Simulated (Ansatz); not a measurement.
Consider the redistribution: `C[SiH2][SiH2]Cl` + `C[SiH2]S[SiH2]Cl` → `C[SiH2][SiH](Cl)Cl` + `C[SiH2]S[SiH3]`.

Computed with Ansatz on PBE0-D4/def2-TZVP structures; ΔE is electronic, products minus reactants. CBS: MP2 limit from def2 TZ/QZ plus the TZ coupled-cluster correction, frozen cores. This one scheme is used for every species. Functionals use def2-TZVPP. B3LYP here is the variant with VWN-RPA as its local correlation; programs differ in this. Each species was taken in one conformer, which may not be the lowest.

| level | ΔE (kJ/mol) |
| --- | --- |
| B3LYP-D4 | -5.8 |
| B2PLYP | -4.3 |
| HF/def2-TZVPP | -3.7 |
| HF/def2-QZVPP | -3.5 |

(1) What does CCSD(T)/CBS give? (An estimate is asked.)

Largest T1 diagnostic among the species: 0.011.

Results:

(1) The calculation gave: -3.0 kJ/mol. The listed levels differ from it by -2.8, -1.3, -0.7, -0.5 kJ/mol.
